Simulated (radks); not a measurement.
The strontium ion Sr2+ inside a hard spherical wall (all orbitals vanish at R), configuration held at [Kr] and not refilled when levels cross. All-electron calculation, scalar-relativistic Kohn-Sham, PBE, spin-polarised, spherical densities, finite nucleus; Fermi nuclear charge, rms radius 4.224 fm. Program: a radial shooting solver on a logarithmic mesh with Libxc functionals. Eigenvalues in eV for spin up, with the zero of energy where the potential of the charges vanishes at infinity; a dash marks a level that is unbound or too diffuse for the functional's potential to be trusted. A positive occupied level is held by the wall or, in an anion where self-interaction has pushed it up, behind a barrier. The pressure on the wall is -dE/dV.

| R (bohr) | E (hartree) | kinetic (hartree) | e(3p) | e(3d) | e(4s) | e(4p) | e(5s, empty) | e(4d, empty) | pressure (GPa) |
|---|---|---|---|---|---|---|---|---|---|
| free | -3178.84053 | 3259.811 | -270.21 | -142.07 | -54.724 | -36.517 | -13.595 | -13.290 | 0 |
| 20 | -3178.84053 | 3259.811 | -270.21 | -142.07 | -54.724 | -36.517 | -13.595 | -13.290 | < 0.0001 |
| 12 | -3178.84053 | 3259.811 | -270.21 | -142.07 | -54.724 | -36.517 | -13.595 | -13.290 | < 0.0001 |
| 10 | -3178.84053 | 3259.811 | -270.21 | -142.07 | -54.724 | -36.517 | -13.593 | -13.290 | < 0.0001 |
| 8 | -3178.84053 | 3259.811 | -270.21 | -142.07 | -54.724 | -36.517 | -13.547 | -13.282 | < 0.0001 |
| 7 | -3178.84052 | 3259.811 | -270.21 | -142.07 | -54.723 | -36.517 | -13.404 | -13.255 | 0.000990 |
| 5 | -3178.83836 | 3259.839 | -270.13 | -141.99 | -54.660 | -36.450 | -11.068 | -12.693 | 0.562 |
| 3.5 | -3178.71898 | 3260.795 | -267.92 | -139.79 | -53.059 | -34.641 | 3.680 | -8.265 | 60.5 |
| 3 | -3178.39671 | 3262.800 | -264.20 | -136.09 | -50.262 | -31.332 | 20.847 | -2.552 | 298 |
| 2.5 | -3177.22689 | 3268.671 | -255.48 | -127.44 | -42.840 | -22.432 | 58.619 | 10.674 | 1570 |
| 1.5 | -3154.07396 | 3348.178 | -192.44 | -63.958 | 55.174 | 87.852 | 403.15 | 140.02 | 78100 |
